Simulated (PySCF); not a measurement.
Sn²⁺ (tin, charge +2): UHF calculation

Configuration: [Kr] 4d10 5s2, closed-shell 1S. Computed with PySCF 2.14 in aug-cc-pVDZ-PP with ECP28MDF (5s4p3d, 32 functions), with scalar relativity through the core potential.

```
Total energy             : -212.579230 hartree
One-electron energy      : -362.4585 hartree
Hartree (Coulomb) energy : 166.5649 hartree
Exchange energy          : -16.6856 hartree
⟨S²⟩                     : 0.0000
⟨L²⟩                     : 0.000
Sum of ⟨r⟩               : 22.51 bohr
Sum of ⟨r²⟩              : 32.37 bohr²
Time after the integrals : 0.06 s of wall time on 1 thread of Neoverse-V2 (shared host)
```

| shell | electrons | mean orbital energy (hartree) | rms radius, mean of both spins (bohr) |
| --- | --- | --- | --- |
| 4s | 2 | -6.50051 | 0.878 |
| 4p | 6 | -4.68467 | 0.953 |
| 4d | 10 | -1.94750 | 1.17 |
| 5s | 2 | -1.05796 | 2.42 |

Energies and moments cover only the electrons outside the core potential.
